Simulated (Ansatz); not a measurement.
Geometry optimisation, Ansatz 0.2.0, RKS PBE/def2-SVP.

Input:

```yaml
crystal:
  periodic: [false, false, false]
  atoms:
    - { symbol: Sn, position_ang: [0.462048, 0.452414, -0.248268] }
    - { symbol: Cl, position_ang: [-1.183874, 0.123851, 2.954863] }
    - { symbol: O, position_ang: [1.649588, 0.027358, -1.804404] }
    - { symbol: H, position_ang: [1.760353, -0.946022, -1.806901] }
    - { symbol: O, position_ang: [-1.139, 1.509628, -0.799255] }
    - { symbol: H, position_ang: [-1.677178, 0.958193, -1.402684] }
    - { symbol: O, position_ang: [0.069324, -1.400598, 0.392647] }
    - { symbol: H, position_ang: [-0.446938, -1.314058, 1.225279] }
    - { symbol: S, position_ang: [1.561155, 2.032453, 1.255821] }
    - { symbol: H, position_ang: [2.692207, 1.276708, 1.310073] }
    - { symbol: H, position_ang: [-0.034986, 0.818872, 2.89963] }
basis:
  gaussian: { orbitals: def2-SVP }
hamiltonian:
  xc: pbe
relax:
  f_tol: 0.03
  max_steps: 50
output:
  orbitals: {}
```

Run as:

```bash
$ ansatz run input.yaml --threads 4 --pin off --max-ram 5120MiB --backend cpu --events-out ev --progress --plain --runs-dir out
```

Task: Where does it end, and by what steps?

Result: The forces met the threshold. After 8 steps the energy has fallen by 0.079 eV; Cl2 moved furthest, 0.47 Å.

```
step  energy less start (eV)  largest force component (eV/Å)  accepted
   0                  0.0000                           0.578       yes
   1                 -0.0155                           0.988       yes
   2                 -0.0437                           0.297       yes
   3                 -0.0655                           0.214       yes
   4                 -0.0569                           0.588        no
   5                 -0.0735                           0.126       yes
   6                 -0.0775                           0.045       yes
   7                 -0.0782                           0.079       yes
   8                 -0.0786                           0.008       yes
```

```xyz
11
Properties=species:S:1:pos:R:3
Sn 0.404 0.438 -0.334
Cl -0.846 0.050 3.277
O 1.596 0.025 -1.885
H 1.825 -0.925 -1.828
O -1.165 1.515 -0.932
H -1.618 1.038 -1.656
O 0.010 -1.369 0.419
H -0.372 -1.234 1.318
S 1.404 1.979 1.303
H 2.437 1.118 1.537
H 0.038 0.903 2.759
```

Whether the end is a true minimum wasn't checked by a vibrational analysis.

Time of the run: 16 s on 4 threads of Arm Neoverse V2 (shared host), peak memory 0.2 GiB.
